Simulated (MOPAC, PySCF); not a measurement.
H3InO, SMILES `[InH2][OH]`, neutral singlet in the gas phase. 

Z-matrix (Å, degrees):
```
In
O 1 2.0076
H 2 0.9624 1 113.67
H 1 1.7097 2 110.83 3 -179.99
H 1 1.7196 4 134.45 2 -179.99
```
Charge 0, multiplicity 1.

All levels are single points at this geometry (B3LYP-D3(BJ)/def2-TZVP); Pople sets use spherical d functions. Orbital energies aren't observables, and empty levels follow the basis.

HF/6-31G* (LANL2DZ on In) in PySCF gives gap (eV) = 12.45.

Question: Estimate the gap (eV) from each of these levels: ωB97X-D3(BJ)/def2-TZVP in PySCF; BP86/6-31G* (LANL2DZ on In) in PySCF; M06-2X/6-31G* (LANL2DZ on In) in PySCF; SVWN5/6-31G* (LANL2DZ on In) in PySCF; AM1 in MOPAC; PM3 in MOPAC; PM6 in MOPAC; PM7 in MOPAC.

Answer: 
```json
[
 {"level": "ωB97X-D3(BJ)/def2-TZVP in PySCF", "gap (eV)": "10.89"},
 {"level": "BP86/6-31G* (LANL2DZ on In) in PySCF", "gap (eV)": "4.26"},
 {"level": "M06-2X/6-31G* (LANL2DZ on In) in PySCF", "gap (eV)": "8.55"},
 {"level": "SVWN5/6-31G* (LANL2DZ on In) in PySCF", "gap (eV)": "4.24"},
 {"level": "AM1 in MOPAC", "gap (eV)": "9.62"},
 {"level": "PM3 in MOPAC", "gap (eV)": "9.09"},
 {"level": "PM6 in MOPAC", "gap (eV)": "12.77"},
 {"level": "PM7 in MOPAC", "gap (eV)": "12.48"}
]
```
